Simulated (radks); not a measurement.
Polarisability of neutral potassium, [Ar] 4s1, at imaginary frequency. Calculated with a radial shooting solver on a logarithmic mesh with Libxc functionals: non-relativistic Kohn-Sham, LDA (Slater exchange, Perdew-Wang correlation), spin-unpolarised, spherical densities, point nucleus. Response by self-consistent Sternheimer equations with the Hartree and adiabatic LDA kernel.

| w (hartree) | alpha1(iw) (bohr^3) | alpha2(iw) (bohr^5) |
|---|---|---|
| 0.00266 | 260.0 | 6395 |
| 0.0143 | 247.7 | 6235 |
| 0.0360 | 196.4 | 5475 |
| 0.0697 | 118.8 | 3940 |
| 0.118 | 61.32 | 2327 |
| 0.186 | 31.54 | 1233 |
| 0.280 | 17.50 | 630.3 |
| 0.413 | 10.65 | 319.9 |
| 0.605 | 6.879 | 162.1 |
| 0.892 | 4.419 | 81.33 |
| 1.35 | 2.617 | 39.40 |
| 2.12 | 1.340 | 17.56 |
| 3.59 | 0.5659 | 6.654 |
| 6.94 | 0.1867 | 1.883 |
| 17.5 | 0.04019 | 0.3048 |

Static values: alpha1 = 260.5 bohr^3 (38.60 angstrom^3; uncoupled 326.8), alpha2 = 6401 bohr^5, alpha3 = 228800 bohr^7. C6 = 3313, C8 = 471100, triple-dipole C9 = 632500 atomic units. One-pole (London) frequency 4 C6 / (3 alpha1^2) = 0.065 hartree, against 0.089 for minus the highest occupied eigenvalue. The dipole shielding factor is 1.000, as the force sum rule N/Z = 1.000 demands. Recommended static value: 289.7 bohr^3 (Schwerdtfeger and Nagle, 2023 table).

Beside tabulated values, note that spin-unpolarised runs miss the spin-polarisation part of the exchange energy of open shells.
